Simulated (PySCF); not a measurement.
These are PySCF with PBE-D3(BJ)/def2-TZVP // CAM-B3LYP-D3(BJ)/def2-TZVP values and carry that method's errors. Gas-phase values, no solvent. One relaxed conformer stands for a flexible species; it need not be the lowest. Delta-SCF ions had no search for a lower state. Excitations are Tamm–Dancoff values on a coarser integration grid. The basis has no diffuse functions, so Rydberg states are missing or too high.

Reference species (SMILES): `C=C(C)C(=C)B` (neutral, multiplicity 1).

| Property | Value |
|---|---|
| HOMO–LUMO gap | 3.12 eV |
| T1 excitation (TDA) | 2.71 eV |
| vertical ionisation energy (Delta-SCF) | 8.88 eV |
| HOMO | -6.04 eV |

After one change: the HOMO–LUMO gap rises by 0.09 eV; the T1 excitation (TDA) is nearly the same; the vertical ionisation energy (Delta-SCF) rises by 0.21 eV; the HOMO falls by 0.28 eV.

**Question.** What was changed between the two runs? The new species is one of these.
A. `B/C(C)=C\C=C`
B. `BC(=C)/C=C\C`
C. `B/C=C(/C)C=C`
D. `B/C(C=C)=C/C`

**Answer.** C, `B/C=C(/C)C=C`
